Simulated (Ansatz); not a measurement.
Relaxation of FGaH4O (7 atoms, charge 0, multiplicity 1), to a largest force component of 0.03 eV/Å in at most 50 steps.

Computed with Ansatz, RKS B3LYP/def2-SVP.

```xyz
7
Properties=species:S:1:pos:R:3
Ga -0.062 -0.248 -0.011
O -0.022 -0.299 1.789
H -0.880 -0.397 2.230
H 1.373 -0.248 -0.612
H -1.474 -0.285 -0.684
F 0.067 2.466 0.987
H 0.238 1.884 1.692
```

Problem. Where does it end, and by what steps?

Solution. The forces met the threshold. After 16 steps the energy has fallen by 0.889 eV; H7 moved furthest, 0.96 Å. Parted: F6–H7 (0.93 → 1.95 Å). Joined: Ga1–F6 (2.89 → 1.82 Å), O2–H7 (2.20 → 0.98 Å).

```json
{"step": "0", "energy less start (eV)": "0.0000", "largest force component (eV/Å)": "0.492", "accepted": "yes"}
{"step": "1", "energy less start (eV)": "-0.1537", "largest force component (eV/Å)": "0.738", "accepted": "yes"}
{"step": "2", "energy less start (eV)": "-0.1813", "largest force component (eV/Å)": "2.856", "accepted": "yes"}
{"step": "3", "energy less start (eV)": "-0.3189", "largest force component (eV/Å)": "0.520", "accepted": "yes"}
{"step": "4", "energy less start (eV)": "-0.3414", "largest force component (eV/Å)": "0.195", "accepted": "yes"}
{"step": "5", "energy less start (eV)": "-0.3519", "largest force component (eV/Å)": "0.287", "accepted": "yes"}
{"step": "6", "energy less start (eV)": "-0.3656", "largest force component (eV/Å)": "0.279", "accepted": "yes"}
{"step": "7", "energy less start (eV)": "-0.4246", "largest force component (eV/Å)": "1.096", "accepted": "yes"}
{"step": "8", "energy less start (eV)": "-0.6149", "largest force component (eV/Å)": "1.272", "accepted": "yes"}
{"step": "9", "energy less start (eV)": "-0.7353", "largest force component (eV/Å)": "1.473", "accepted": "yes"}
{"step": "10", "energy less start (eV)": "0.3556", "largest force component (eV/Å)": "14.921", "accepted": "no"}
{"step": "11", "energy less start (eV)": "-0.8317", "largest force component (eV/Å)": "0.915", "accepted": "yes"}
{"step": "12", "energy less start (eV)": "-0.8732", "largest force component (eV/Å)": "0.507", "accepted": "yes"}
{"step": "13", "energy less start (eV)": "-0.8839", "largest force component (eV/Å)": "0.317", "accepted": "yes"}
{"step": "14", "energy less start (eV)": "-0.8876", "largest force component (eV/Å)": "0.116", "accepted": "yes"}
{"step": "15", "energy less start (eV)": "-0.8886", "largest force component (eV/Å)": "0.032", "accepted": "yes"}
{"step": "16", "energy less start (eV)": "-0.8888", "largest force component (eV/Å)": "0.011", "accepted": "yes"}
```

```xyz
7
Properties=species:S:1:pos:R:3
Ga 0.018 0.331 -0.176
O 0.001 0.042 1.965
H -0.843 -0.250 2.342
H 1.419 -0.188 -0.631
H -1.428 -0.131 -0.576
F 0.055 2.050 0.407
H 0.018 1.019 2.059
```

Whether the end is a true minimum wasn't checked by a vibrational analysis.

Time of the run: 43 s on 1 thread of Arm Neoverse V2, on a shared host, peak memory 0.15 GiB.
